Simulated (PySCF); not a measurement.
A GIAO shielding run with PySCF 2.14.0 with density-fitted response routines (density fitting, non-relativistic, gas phase) on SMILES [SiH3]CCC[SiH2]S[SiH3], C$_{3}$H$_{14}$SSi$_{3}$:

```
$ OMP_NUM_THREADS=1 python probes_run.py task.json out

{"job": {"kind": "nmr", "xc": "PBE0", "basis": "pcSseg-1"}, "charge": 0, "multiplicity": 1}
Si    -2.714776     1.273030    -0.594655
C     -2.233357    -0.050720     0.685374
C     -1.593144    -1.304587     0.097944
C     -0.305595    -1.030132    -0.671001
Si     1.054376    -0.237784     0.376920
S      2.846484    -0.395596    -0.808433
Si     4.324907     0.563956     0.401808
H     -3.639324     2.215203     0.039987
H     -1.538944     2.008649    -1.063703
H     -3.378154     0.626788    -1.729303
H     -1.556965     0.381362     1.425290
H     -3.130678    -0.351538     1.231754
H     -1.379283    -2.011326     0.905932
H     -2.312034    -1.787249    -0.570940
H     -0.526631    -0.391849    -1.528780
H      0.068534    -1.972224    -1.079730
H      1.281685    -0.956713     1.631836
H      0.855727     1.183378     0.660070
H      3.870488     1.914376     0.709132
H      4.490940    -0.204791     1.629176
H      5.506824     0.544710    -0.439744
```

Hardware: 1 thread of an Arm Neoverse N1, shared host. The job also computes population analyses, field gradients.

**Question.** How large is the calculation?

**Answer.** 90 electrons, 217 basis functions and 1221 auxiliary functions.

**Question.** How long does it take, and how much memory does it need?

**Answer.** 98 s of wall time, with 12 SCF cycles and 4 response iterations; peak memory 1.1 GiB. Times on a shared host scatter by some tens of per cent.
